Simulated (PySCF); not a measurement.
Mg(Cl)(Me) (CH3ClMg), SMILES [CH3][Mg][Cl]. Atoms are numbered in the order given.

```xyz
6

Mg     0.0000     0.0000     0.4635
Cl     0.0000     0.0000    -1.7436
C      0.0000     0.0000     2.5427
H      0.8883     0.5129     2.9409
H      0.0000    -1.0258     2.9409
H     -0.8883     0.5129     2.9409
```

Geometry: PBE-D3(BJ)/def2-TZVP.

Calculation: TDDFT-B3LYP/def2-SVPD (PySCF).

Vertical excitations; the highest root listed may be one member of a degenerate set.  State labels are in the subgroup Cs.

```json
[
 {"state": "S1", "symmetry": "A'", "energy (eV)": "5.62", "λ (nm)": "221", "f": "0.302", "main pairs": "HOMO→LUMO 96 %"},
 {"state": "S2", "symmetry": "A'", "energy (eV)": "5.93", "λ (nm)": "209", "f": "0.010", "main pairs": "HOMO−2→LUMO, HOMO→LUMO+2 (degenerate set)"},
 {"state": "S3", "symmetry": "A\"", "energy (eV)": "5.93", "λ (nm)": "209", "f": "0.010", "main pairs": "HOMO−1→LUMO, HOMO→LUMO+1 (degenerate set)"},
 {"state": "S4", "symmetry": "A'", "energy (eV)": "6.11", "λ (nm)": "203", "f": "0.086", "main pairs": "HOMO→LUMO+2, HOMO−2→LUMO (degenerate set)"},
 {"state": "S5", "symmetry": "A\"", "energy (eV)": "6.11", "λ (nm)": "203", "f": "0.086", "main pairs": "HOMO→LUMO+1, HOMO−1→LUMO (degenerate set)"},
 {"state": "S6", "symmetry": "A\"", "energy (eV)": "6.85", "λ (nm)": "181", "f": "0.000", "main pairs": "HOMO−2→LUMO+1 49 %, HOMO−1→LUMO+2 49 %"},
 {"state": "S7", "symmetry": "A\"", "energy (eV)": "6.85", "λ (nm)": "181", "f": "0.000", "main pairs": "HOMO−1→LUMO+2, HOMO−2→LUMO+1 (degenerate set)"},
 {"state": "S8", "symmetry": "A'", "energy (eV)": "6.85", "λ (nm)": "181", "f": "0.000", "main pairs": "HOMO−1→LUMO+1, HOMO−2→LUMO+2 (degenerate set)"},
 {"state": "S9", "symmetry": "A'", "energy (eV)": "7.00", "λ (nm)": "177", "f": "0.000", "main pairs": "HOMO→LUMO+3 54 %, HOMO−3→LUMO 18 %, HOMO−2→LUMO+2 13 %, HOMO−1→LUMO+1 13 %"},
 {"state": "S10", "symmetry": "A'", "energy (eV)": "7.14", "λ (nm)": "174", "f": "0.018", "main pairs": "HOMO→LUMO+3 43 %, HOMO−3→LUMO 28 %, HOMO−2→LUMO+2 13 %, HOMO−1→LUMO+1 13 %"},
 {"state": "T1", "symmetry": "A'", "energy (eV)": "4.52", "λ (nm)": "274", "f": "0", "main pairs": "HOMO→LUMO 97 %"},
 {"state": "T2", "symmetry": "A'", "energy (eV)": "5.73", "λ (nm)": "216", "f": "0", "main pairs": "HOMO→LUMO+2 (degenerate set)"},
 {"state": "T3", "symmetry": "A\"", "energy (eV)": "5.73", "λ (nm)": "216", "f": "0", "main pairs": "HOMO→LUMO+1 (degenerate set)"},
 {"state": "T4", "symmetry": "A'", "energy (eV)": "5.74", "λ (nm)": "216", "f": "0", "main pairs": "HOMO−2→LUMO 95 %"}
]
```
Triplets are in the Tamm–Dancoff approximation, which puts them higher than full response would, so one can lie above its singlet here.
